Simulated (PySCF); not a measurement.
Radial density of Re²⁺ (rhenium, charge +2)

M06-L, [Xe] 4f14 5d4 6s1, high-spin 6D determinant (an excited configuration). Calculation: PySCF 2.14, in aug-cc-pwCVDZ-PP with ECP60MDF (6s6p5d3f, 70 functions); scalar relativity through the core potential. This is the valence pseudo-density: the core potential removes the inner electrons and smooths the orbitals near the nucleus.

```json
{"r (bohr)": "0.133", "4πr²ρ (e/bohr)": "3.425e-05", "4πr²(ρα − ρβ)": "0.0000"}
{"r (bohr)": "0.223", "4πr²ρ (e/bohr)": "0.0003361", "4πr²(ρα − ρβ)": "0.0001"}
{"r (bohr)": "0.375", "4πr²ρ (e/bohr)": "0.04393", "4πr²(ρα − ρβ)": "0.0045"}
{"r (bohr)": "0.631", "4πr²ρ (e/bohr)": "3.069", "4πr²(ρα − ρβ)": "0.2769"}
{"r (bohr)": "1.06", "4πr²ρ (e/bohr)": "11.72", "4πr²(ρα − ρβ)": "2.2160"}
{"r (bohr)": "1.79", "4πr²ρ (e/bohr)": "4.537", "4πr²(ρα − ρβ)": "2.5977"}
{"r (bohr)": "3.00", "4πr²ρ (e/bohr)": "0.7961", "4πr²(ρα − ρβ)": "0.7734"}
{"r (bohr)": "5.05", "4πr²ρ (e/bohr)": "0.02182", "4πr²(ρα − ρβ)": "0.0218"}
{"r (bohr)": "8.50", "4πr²ρ (e/bohr)": "5.304e-05", "4πr²(ρα − ρβ)": "0.0001"}
```

Energies and moments cover only the electrons outside the core potential. Spin-orbit coupling, absent here, splits the open shell strongly.
